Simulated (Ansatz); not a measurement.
# Relative stability

The two ends of one reaction step of BNH₅ClO₂, singlet (PBE0-D4/def2-TZVP).

A:

B1  (0.254, -0.037, -0.379)
Cl2  (1.200, -1.692, -0.227)
O3  (-0.657, 0.035, -1.446)
O4  (1.123, 1.063, -0.211)
H5  (-0.245, -0.307, 1.770)
N6  (-0.761, -0.117, 0.918)
H7  (-0.228, 0.362, -2.239)
H8  (2.003, 0.784, 0.042)
H9  (-1.438, -0.859, 0.768)
H10  (-1.251, 0.769, 1.004)
(Å)

B:

```
10
angstrom
B -0.0979 0.3120 -0.6454
Cl 1.8291 -1.0187 1.7545
O -1.0137 0.8133 -1.5051
O 1.2112 0.2594 -0.8390
H 0.1974 -0.6120 1.2642
N -0.6837 -0.2349 0.6630
H -0.6152 1.1476 -2.3143
H 1.6920 -0.1549 -0.0634
H -1.3404 -0.9935 0.4982
H -1.1788 0.4820 1.1872
```

Computed with Ansatz 0.2.0 (basis: def2-TZVPP); correlated methods freeze the cores. B3LYP uses VWN-RPA correlation.

(1) Which structure is lower at CCSD(T), and by how much? (Judge from chemistry; the value comes from the calculation.)

T1 diagnostic: at most 0.012.

Results:

(1) By the calculation: A, by 34.5 kJ/mol (electronic energy, against the other). By their contacts, A is BNH₅ClO₂ ([NH3][B]([OH])([OH])[Cl]) and B is a complex of BNH₅O₂ ([NH3][B]([OH])[OH]) + Cl.

All methods give the same order:

| method | E(B) − E(A) (kJ/mol) |
| --- | --- |
| SPW92 | 1.6 |
| PBE-D4 | 9.1 |
| BLYP-D4 | 3.3 |
| r2SCAN-D4 | 16.1 |
| B97M-V | 24.8 |
| PBE0-D4 | 19.5 |
| B3LYP-D4 | 11.4 |
| r2SCAN0-D4 | 23.2 |
| BHLYP-D4 | 22.6 |
| CAM-B3LYP-D4 | 15.7 |
| wB97X-V | 29.5 |
| wB97M-V | 28.7 |
| B2PLYP | 18.9 |
| PBE-QIDH | 30.1 |
| RPA on PBE | 37.7 |
| HF | 32.3 |
| MP2 | 34.2 |
| CCSD | 36.2 |
| CCSD(T) | 34.5 |

Labels in which every atom is bracketed show which atoms are joined, not bond orders.

For scale, one of the runs: CCSD(T)/def2-TZVPP, 236 basis functions, launched by `ansatz run in.yaml --threads 4 --pin off --events-out ev --progress --plain --max-ram 9574MiB`. Hardware: 4 CPU threads of an Arm Neoverse V1, shared host. Wall time 2.3 min; peak host memory 4.6 GiB.
